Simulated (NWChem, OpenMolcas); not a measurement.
**How basis sets differ on Ge2SiH8 (SMILES [GeH3][SiH2][GeH3])**

Ge2SiH8: 11 atoms, total charge 0, spin state singlet. As SMILES, `[GeH3][SiH2][GeH3]`. The shape is that of a PBE0-D4/def2-TZVP optimisation.

```xyz
11

Ge   -1.3148    1.3291   -0.6481
Si   -0.4203   -0.8501   -0.3181
Ge    1.6312   -0.7359    0.8804
H    -2.6434    1.2778   -1.4213
H    -0.3212    2.1934   -1.4427
H    -1.5663    2.0081    0.7089
H    -0.1899   -1.4986   -1.6384
H    -1.3957   -1.6784    0.4430
H     1.4059   -0.0772    2.2519
H     2.6520    0.1106    0.1012
H     2.2278   -2.1357    1.1038
```

Quantity: the HOMO–LUMO gap, in eV. The values are calculated.

| level | kind | program | value (eV) |
| --- | --- | --- | --- |
| HF/ANO-RCC-MB (DKH2) | Hartree–Fock | OpenMolcas | 14.94 |
| HF/STO-3G | Hartree–Fock | NWChem | 18.13 |
| HF/3-21G | Hartree–Fock | NWChem | 13.51 |
| HF/ANO-S-VDZ (RICD fitting) | Hartree–Fock | OpenMolcas | 12.71 |
| HF/cc-pVDZ | Hartree–Fock | OpenMolcas | 13.52 |

All-electron rows without a relativistic Hamiltonian named are non-relativistic. The values span 12.71 to 18.13 eV. A Hartree–Fock LUMO above zero doesn't converge with the basis: it sinks as sets grow more diffuse. Orbital gaps aren't excitation energies.
